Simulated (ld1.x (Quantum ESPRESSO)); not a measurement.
# boron (B), TM: configuration errors across variants

ld1.x (Quantum ESPRESSO) 7.5 input, shortened:

```
&input
   title='B', zed=5., rel=1, dft='PBE', iswitch=3,
   config='[He] 2s2 2p1'
 /
 &inputp
   pseudotype=2, tm=.true., lloc=-1, rcloc=1.05,
   nlcc=.true., new_core_ps=.true., rcore=0.95
 /
2
2S  1  0   2.00   0.00  1.30  1.30  0.0
2P  2  1   1.00   0.00  3.80  3.80  0.0
 &test
   configts(1)='2s2 2p1'
 /
```

All-electron excitation energies from the reference (eV): (1) 2s2 2p0 8.220; (2) 2s1 2p0 33.642; (3) 2s2 2p0.5 2.887; (4) 2s1 2p1 14.361; (5) 2s0 2p3 11.721; (6) 2s1 2p2 5.851; (7) 2s2 2p1.3 -0.738.

A true bound ghost makes a file unfit for plane-wave use even where its test errors are small: the radial tests pick states by their node count and pass the ghost by.

Errors AE − PS in meV (a dash: test not solved or not reliable):

| change | (1) | (2) | (3) | (4) | (5) | (6) | (7) | bound ghosts |
| --- | --- | --- | --- | --- | --- | --- | --- | --- |
| base | +199 | +589 | +30 | -93 | -160 | -40 | +3.1 | none |
| local potential all-electron potential smoothed inside 1.56 bohr (lloc = -1) | +199 | +587 | +30 | -95 | -160 | -41 | +3.1 | none |
| local potential all-electron potential smoothed inside 2.06 bohr (lloc = -1) | +198 | +580 | +30 | -97 | -161 | -41 | +3.0 | none |
| local potential all-electron potential smoothed inside 2.28 bohr (lloc = -1) | +196 | +571 | +30 | -99 | -161 | -41 | +3.0 | none |
| local potential all-electron potential smoothed inside 2.76 bohr (lloc = -1) | +167 | +446 | +25 | -123 | -161 | -42 | +2.3 | s |
| local potential all-electron potential smoothed inside 3.18 bohr (lloc = -1) | +212 | +662 | +32 | -89 | -162 | -40 | +3.2 | none |
| local potential all-electron potential smoothed inside 3.54 bohr (lloc = -1) | +202 | +612 | +30 | -101 | -163 | -41 | +2.7 | none |
| local potential all-electron potential smoothed inside 3.98 bohr (lloc = -1) | +148 | +443 | +16 | -174 | -172 | -43 | -1.3 | none |

Task: Give the same row for: local potential all-electron potential smoothed inside 4.36 bohr (lloc = -1).

Result: +139, +423, +13, -190, -174, -44, -2.6; bound ghosts: none.
